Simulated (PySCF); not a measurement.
# Correlation energy of S³⁺ (sulfur, charge +3)

[Ne] 3s2 3p1, 2P determinant. Calculation: PySCF 2.14, in 6-31G*; the non-relativistic Hamiltonian (point nucleus). Frozen: [Ne]; 3 electrons correlated.

MP2 pair energies summed by pair of shells (mhartree):

```json
{"pair": "3s-3s", "energy": "-24.46", "share (%)": "58.0"}
{"pair": "3s-3p", "energy": "-17.69", "share (%)": "42.0"}
```

Total MP2 correlation energy: -42.15 mhartree.

Same-spin part -2.32 and opposite-spin part -39.83 mhartree; SCS-MP2 scales them by 1/3 and 6/5 to -48.57 mhartree.

| level | correlation energy (mhartree) |
| --- | --- |
| CCSD | -62.59 |
| (T) | -0.60 |
| CCSD(T) | -63.19 |

Diagnostics: T1 = 0.0083, D1 = 0.0193, largest double amplitude 0.110.

Problem. Is a single reference adequate?

Solution. Mostly. T1 lies below 0.03, but a double amplitude of this size points to a near-degeneracy that CCSD handles and MP2 describes poorly.
